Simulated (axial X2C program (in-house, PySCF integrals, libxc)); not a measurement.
Ionising LiCd

All values come from calculations with an in-house all-electron X2C program for linear molecules (integrals from PySCF), spin-free (one-electron X2C) or two-component (2c: spin–orbit coupling with atomic mean-field Coulomb and Gaunt terms, which also bring small scalar terms), in Dyall basis sets with cores contracted in-house; open shells are unrestricted.

Basis sets: Cd dyall-cv3z, Li dyall-cv3z. Frozen shells (counts by l): LiCd Cd 4s3p1d, Li 1s, 13 electrons correlated; LiCd⁺ Cd 4s3p1d, Li 1s, 12 electrons correlated. Coupled cluster in natural virtuals with an MP2 remainder. Where the outer core of a metal is frozen, bonds come out longer and ionisation energies lower.

| Hamiltonian | level | LiCd state | Re (Å) | ωe (cm⁻¹) | De (eV) |
| --- | --- | --- | --- | --- | --- |
| spin-free | PBE0 | M_S = 1/2, Λ = 0 | 3.037 | 161.0 | 0.19 |
| 2c | PBE0 | Ω = 1/2 | 3.035 | 161.4 | 0.19 |
| 2c | CCSD | Ω = 1/2 | 3.171 | 115.3 | 0.09 |
| 2c | CCSD(T) | Ω = 1/2 | 3.172 | 113.5 | 0.08 |

Adiabatic ionisation energy (minimum to minimum, no zero-point term) and constants of LiCd⁺:

```tsv
Hamiltonian	level	LiCd⁺ state	IE (eV)	Re (Å)	ωe (cm⁻¹)	De (eV)	fragments
spin-free	PBE0	M_S = 0, Λ = 0	5.05	2.781	250.4	0.71	Cd + Li+
2c	PBE0	Ω = 0	5.05	2.782	250.4	0.71	Cd + Li+
2c	CCSD	Ω = 0	4.82	2.824	239.2	0.60	Cd + Li+
2c	CCSD(T)	Ω = 0	4.83	2.818	239.3	0.59	Cd + Li+
```

(1) Add the zero-point terms to the ionisation energy at CCSD(T), 2c, and say whether the electron removed was bonding.

(2) Close the cycle De(LiCd⁺) + IE(LiCd) = De(LiCd) + IE(Li) to find the atomic ionisation energy at CCSD(T), 2c.

Each entry is the lowest single determinant of a limited PBE0 search at one distance. De goes to single-determinant-based atoms at the same level (for ions the charge split of lowest energy) and is withheld (n/a) where an atom does not fit its ground term or J level. Main or longest-lived isotopes.

Answers

(1) IE0 = IE + (ωe⁺ − ωe)/2 = 4.83 + (0.008) = 4.84 eV. Re changes by -0.354 Å, so the bond shortens, as on loss of an antibonding or a polarising non-bonding electron.

(2) IE(Li) = 0.59 + 4.83 − 0.08 = 5.34 eV, for the determinants used.
